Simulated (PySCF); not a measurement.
## Correlation energy of Xe²⁺ (xenon, charge +2)

[Kr] 4d10 5s2 5p3 5d1, high-spin 5D determinant (an excited configuration). Computed with PySCF 2.14 in x2c-TZVPPall with one added diffuse shell each of s, p, d, f type (9s7p5d3f, 76 functions), with the spin-free X2C one-electron Hamiltonian (Gaussian nucleus). Frozen: [Kr] 4d10; 6 electrons correlated.

MP2 pair energies summed by pair of shells (mhartree):

```tsv
pair	energy	share (%)
5s-5p	-36.37	54.0
5p-5p	-10.16	15.1
5s-5d	-7.71	11.4
5p-5d	-6.64	9.9
5s-5s	-6.51	9.7
```

Total MP2 correlation energy: -67.39 mhartree.

Same-spin part -19.79 and opposite-spin part -47.60 mhartree; SCS-MP2 scales them by 1/3 and 6/5 to -63.71 mhartree.
